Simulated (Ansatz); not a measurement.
System: CH₂NO, charge -1, multiplicity 1. It need not be the lowest isomer of its formula. Whether it binds its extra electron was not tested at this geometry. 
Coordinates optimised at B3LYP-D3(BJ)/def2-TZVP (Ansatz, a program for electronic structure):
```xyz
5

N     -1.1564     0.1056     0.1095
C      0.1433     0.2748    -0.0264
O      1.0392    -0.5968    -0.0759
H     -1.5793     1.0353     0.1097
H      0.5010     1.3515    -0.1099
```
Charge -1, spin multiplicity 1.

Parts of the frozen-core correlation energy in STO-3G (Ansatz, hartree). Frozen orbitals: 3; correlated occupied orbitals by spin: 9 and 9; virtual: 5 and 5. Spin-orbit coupling is left out. Non-relativistic. The restricted reference is unstable.

```json
[
 {"term": "reference (HF)", "value": "-165.91783"},
 {"term": "MP2 opposite-spin", "value": "-0.12277"},
 {"term": "MP2 same-spin", "value": "-0.03086"},
 {"term": "CCSD correlation", "value": "-0.17582"},
 {"term": "(T)", "value": "-0.00908"},
 {"term": "FCI minus CCSD(T)", "value": "-0.00124"},
 {"term": "T1 diagnostic", "value": "0.018"},
 {"term": "largest doubles amplitude", "value": "0.157"}
]
```
